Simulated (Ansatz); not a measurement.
Ideal-gas functions of `[NH2][Sn][O][SiH3]` at 600 K and 1 bar, from an Ansatz frequency run at PBE0-D4/def2-TZVP.

Molar mass 181.84 g/mol, point group Cs (symmetry number 1), electronic degeneracy 1, moments of inertia 72.87, 330.149, 397.129 u Å². Harmonic wavenumbers (cm⁻¹, unscaled): 32, 70, 106, 198, 364, 413, 433, 607, 634, 725, 745, 954, 956, 992, 1002, 1540, 2166, 2204, 2210, 3568, 3685.

Use S(trans) = R[1.5 ln M + 2.5 ln T − 1.1517]; rotational temperatures θ = 24.2544 K / I; S(rot) = R[ln(√π/σ · √(T³/θAθBθC)) + 1.5]; for each mode x = 1.438777 ν̃/T, S = R[x/(eˣ − 1) − ln(1 − e⁻ˣ)] and H = RT x/(eˣ − 1); 1 cm⁻¹ = 0.0119627 kJ/mol; R = 8.31446 J/(mol·K).

**Question.** By hand: the entropy, in J/(mol·K).

**Answer.** Translation 188.3. Rotation: θ = 0.3328, 0.0735, 0.0611 K, giving 124.1. Vibration, mode by mode: 29.66, 23.16, 19.73, 14.59, 9.70, 8.73, 8.37, 5.89, 5.59, 4.69, 4.51, 3.04, 3.03, 2.83, 2.78, 0.99, 0.29, 0.27, 0.26, 0.02, 0.01, in all 148.1. Electronic 0.0. Sum 460.5 J/(mol·K).

**Question.** By hand: H − E and G − E in kJ/mol, counted from the electronic energy.

**Answer.** Zero-point energy ½ × 23604 × 0.0119627 = 141.2; thermal vibration 40.4; translation, rotation and pV give 4 RT = 20.0. H − E = 201.6 kJ/mol, and G − E = 201.6 − 600 × 460.5/1000 = -74.7 kJ/mol.

Vibration gives 32 % of the entropy, 72.6 J/(mol·K) of it from the modes under 150 cm⁻¹: soft modes count most, and the harmonic formula is weakest for them. The sum counts one conformer and one mirror image; others add a mixing term.
